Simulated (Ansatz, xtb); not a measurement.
# C5H3BClN: which of two isomers lies lower

Structure a: `N#CC1=CC=CB1Cl`, a singlet. Structure b: `N#CC1=CB(Cl)C=C1`, a singlet. Both are isolated molecules in the gas phase, relaxed with r2SCAN-D4/def2-SVP.

Quicker runs give these differences E(b) − E(a): GFN2-xTB +1.81 kcal/mol; HF/STO-3G +0.84 kcal/mol (at GFN2-xTB geometries); r2SCAN-D4/def2-SVP//GFN2-xTB +2.53 kcal/mol.

Q: Estimate E(b) − E(a) at the level CCSD(T)/def2-SVP + ΔMP2/def2-TZVPP.

A: Calculated at CCSD(T)/def2-SVP + ΔMP2/def2-TZVPP: E(b) − E(a) = +1.74 kcal/mol, so structure a lies lower.

The same difference at several levels:

```csv
level,geometry,E(b) − E(a) (kcal/mol),departure from the last row (kcal/mol),"job, with rough time for the two"
GFN2-xTB,GFN2-xTB,+1.81,+0.07,"optimisation, 0.16 s"
HF/STO-3G,GFN2-xTB,+0.84,−0.90,"single point, 0.4 s"
r2SCAN-D4/def2-SVP//GFN2-xTB,GFN2-xTB,+2.53,+0.79,"single point, 2.9 s"
r2SCAN-D4/def2-SVP,r2SCAN-D4/def2-SVP,+2.46,+0.71,"optimisation, 26 s"
HF/def2-SVP,r2SCAN-D4/def2-SVP,+2.34,+0.59,part of the CCSD(T) run
MP2/def2-SVP,r2SCAN-D4/def2-SVP,+1.53,−0.21,part of the CCSD(T) run
CCSD(T)/def2-SVP,r2SCAN-D4/def2-SVP,+1.60,−0.14,single point
CCSD(T)/def2-SVP + ΔMP2/def2-TZVPP,r2SCAN-D4/def2-SVP,+1.74,,"single point, 41 s"
```

As drawn, both hold the same kinds of bond in the same numbers.

None of the levels shown reverses the order. The largest departure from CCSD(T)/def2-SVP + ΔMP2/def2-TZVPP is that of HF/STO-3G, 0.90 kcal/mol. The last row adds to CCSD(T) the change of the MP2 difference between the two basis sets, here +0.14 kcal/mol.

With thermal terms from frequencies at re-optimised GFN2-xTB minima (ideal gas, soft modes damped towards free rotors, one conformer each, 298.15 K, 1 atm): the zero-point term adds 0.00 kcal/mol; ΔH is +1.75 and ΔG +1.77 kcal/mol.

The correlated steps freeze 12 core orbitals. Codes used: Ansatz 0.2.0, xtb 6.7.1; the last row on 2 threads of Intel(R) Xeon(R) 6975P-C (Granite Rapids) on a shared host.
